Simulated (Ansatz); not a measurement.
The cluster Si₂Au₂ was relaxed with r2SCAN-D4 (def2-SVP) in Ansatz in these states: neutral quintet, neutral triplet. The geometries follow in no particular order.

In the def2 sets Au takes a core potential; there is no spin–orbit coupling.

A:

Cartesian coordinates in Å:
```
Au -0.698 1.845 0.406
Au 0.209 -1.971 0.360
Si 1.176 0.277 0.248
Si -0.687 -0.152 -1.013
```

B:

```tsv
atom	x (Å)	y (Å)	z (Å)
Au1	1.786	0.021	0.905
Au2	-1.786	-0.021	-0.905
Si3	-0.415	-0.907	0.840
Si4	0.415	0.907	-0.840
```

Q: Judge from the bond lengths which geometry belongs to which state (an estimate).

A: A is the neutral triplet (Si3–Si4 2.291 Å, Au1–Au2 3.923 Å, Au2–Si3 2.450 Å); B is the neutral quintet (Si3–Si4 2.609 Å, Au1–Au2 4.005 Å, Au2–Si3 2.390 Å).

At PBE0-D4/def2-TZVP a singlet lies 1.03 eV below the neutral triplet. At PBE0-D4/def2-TZVP a singlet lies 2.44 eV below the neutral quintet. These are the stationary points nearest to one start from a short search; other shapes may lie lower in each state.
